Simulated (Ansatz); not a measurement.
`[OH][AlH][NH][SiH3]` + `[KH]` → `[AlH2][NH][SiH3]` + `[OH][K]` at 700 K and 1 bar (redistribution).

Program: Ansatz. Geometries: PBE0-D4/def2-TZVP. ΔE: electronic, gas phase. CCSD(T)/CBS adds triple-zeta CCSD(T) − MP2 to the extrapolated MP2 energy (def2 sets, frozen cores). For K outer-core shells are correlated without core-valence functions, which leaves a few kJ/mol of doubt a bond. Scalar relativity is left out up to krypton. Each species was taken in one conformer, which may not be the lowest.

```json
{"species": "`[OH][AlH][NH][SiH3]`", "CCSD(T)/CBS energy (Eh)": "-664.69394", "H − E (kJ/mol)": "242.7", "S (J/(mol·K))": "470.5"}
{"species": "`[KH]`", "CCSD(T)/CBS energy (Eh)": "-599.99245", "H − E (kJ/mol)": "28.0", "S (J/(mol·K))": "226.1"}
{"species": "`[AlH2][NH][SiH3]`", "CCSD(T)/CBS energy (Eh)": "-589.44550", "H − E (kJ/mol)": "212.2", "S (J/(mol·K))": "417.7"}
{"species": "`[OH][K]`", "CCSD(T)/CBS energy (Eh)": "-675.23723", "H − E (kJ/mol)": "62.4", "S (J/(mol·K))": "278.5"}
```

H − E and S are ideal-gas, rigid-rotor, harmonic terms from PBE0-D4/def2-TZVP, for one conformer and one mirror image of each species. 1 Eh = 2625.50 kJ/mol, R = 8.31446 J/(mol·K).

By hand: ΔE, ΔH, ΔS and ΔG.

ΔE = (-589.44550) + (-675.23723) − (-664.69394) − (-599.99245) = 0.00366 Eh = 9.6 kJ/mol. Δ(H − E) = 212.2 + 62.4 − 242.7 − 28.0 = 3.9, so ΔH = 13.5 kJ/mol. ΔS = 417.7 + 278.5 − 470.5 − 226.1 = -0.4 J/(mol·K). ΔG = 13.5 − 700 × (-0.4)/1000 = 13.8 kJ/mol.

By hand: the equilibrium constant, and the temperature at which ΔG would vanish if ΔH and ΔS stayed fixed.

log₁₀ K = −ΔG/(RT ln 10) = -1.0. ΔH and −TΔS have one sign here, so there is no such temperature. One of them is within its doubt of zero, so this could turn.

The number of gas molecules stays the same, so ΔS is small and ΔH decides. A doubt of 5 kJ/mol in ΔE shifts log₁₀ K by 0.4 here. Other conformers and mirror images would add mixing entropy, several J/(mol·K) or more a flexible species. Modes under 60 cm⁻¹, often nearly free rotors, make the harmonic entropy too high. These are equilibria of isolated gas molecules and say nothing of rates. Largest T1 diagnostic: 0.017 (customary marks: 0.02 for closed shells, 0.045 for open ones).
